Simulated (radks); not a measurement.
Values are calculated unless marked as measured or tabulated.
Fractional charge and spin in the 5d shell of thallium: the spin-up occupation runs from 4 to 5 and the spin-down occupation from 4 to 5; the fullest corner is Tl+, [Xe] 4f14 6s2 5d(up 5, down 5). Code: a radial shooting solver on a logarithmic mesh with Libxc functionals. Model: scalar-relativistic Kohn-Sham, SCAN, spin-polarised, spherical densities, finite nucleus; meta-GGA in the generalised Kohn-Sham scheme; Fermi nuclear charge, rms radius of each element as measured or else 0.836 A^(1/3) + 0.57 fm. Energy (eV) minus the two flat planes that join the four corners (they meet along the diagonal where the two added fractions sum to one electron); zero is where a piecewise linear energy would lie.

down \ up,4,4.5,5
4,0.000,-1.757,0.000
4.5,-1.757,0.239,-1.614
5,0.000,-1.614,0.000

Corners above the fullest one (they belong to Tl2+ and the next ion): (up 5, down 4) 29.552 eV, (up 4, down 5) 29.552 eV, (up 4, down 4) 73.571 eV. With half an added electron in each spin the energy lies 0.239 eV from the planes, and with half an added electron in spin up alone -1.757 eV. The planes are only a guide here: the flat-plane condition holds for ground states with one frontier orbital, while this shell lies below other occupied shells, so the corners above the fullest one are inner-hole states and not the ground states of those ions.
